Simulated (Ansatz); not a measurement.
Reaction (silylene formation by 1,1-elimination): `O[SiH2][SnH2][OH]` → `O[SiH]` + `[OH][SnH3]`

Gas-phase electronic energies from Ansatz, PBE0-D4/def2-TZVP geometries. CCSD(T)/CBS is the MP2 limit (def2-TZVPP, def2-QZVPP) plus CCSD(T) − MP2 in def2-TZVPP, frozen cores. This one scheme is used for every species. Functionals use def2-TZVPP. Elements past krypton have def2 core potentials. For Sn outer-core shells are correlated without core-valence functions, which leaves a few kJ/mol of doubt a bond. One conformer a species, not always the lowest.

`O[SiH2][SnH2][OH]`:

```xyz
10

O    -0.662   -2.127   -0.006
Si   -0.875   -0.701    0.804
Sn    0.767    1.105   -0.042
O     0.323    1.539   -1.920
H     0.160   -2.601    0.133
H    -0.703   -0.879    2.276
H    -2.270   -0.288    0.523
H     0.653    2.627    0.720
H     2.400    0.568   -0.022
H     0.207    0.758   -2.465
```

`O[SiH]`:

Cartesian coordinates in Å:
```
O 0.325 0.069 -0.702
Si -0.067 0.056 0.908
H 1.202 0.414 -0.891
H -1.460 -0.540 0.685
```

`[OH][SnH3]`:

Cartesian coordinates in Å:
```
O -0.704 -0.022 1.326
Sn 0.369 0.065 -0.324
H -1.605 -0.318 1.176
H -0.379 1.163 -1.400
H 0.442 -1.500 -1.006
H 1.879 0.612 0.228
```

CCSD(T)/CBS gives +2.08 eV.

(1) Another level gave +2.10 eV. Which?
A. SCS-MP2/def2-TZVPP
B. PBE-D4/def2-TZVPP
C. CAM-B3LYP/def2-TZVPP
D. r2SCAN0/def2-TZVPP

Largest T1 diagnostic among the species: 0.016.

## Answers

(1) B. PBE-D4 2.10, CAM-B3LYP 1.95, r2SCAN0 2.25, SCS-MP2/def2-TZVPP 2.01 eV.

From PBE to PBE0 (25 % exact exchange), in def2-TZVPP and without D4, ΔE moves by +0.11 eV. The D4 term adds +0.13 eV with B3LYP and +0.07 eV with PBE0; it sums over pairs of atoms, weighted by their polarisabilities, and B3LYP, whose exchange is more repulsive, gets the larger term. Leaving LDA and LC-ωPBE aside and taking each functional with its dispersion term where it has one, the values, not all of them listed here, spread over 0.38 eV, from BLYP-D4 to r2SCAN0-D4. LDA lies +0.27 eV from PBE without D4.

B3LYP here is the variant with VWN-RPA as its local correlation; programs differ in this.
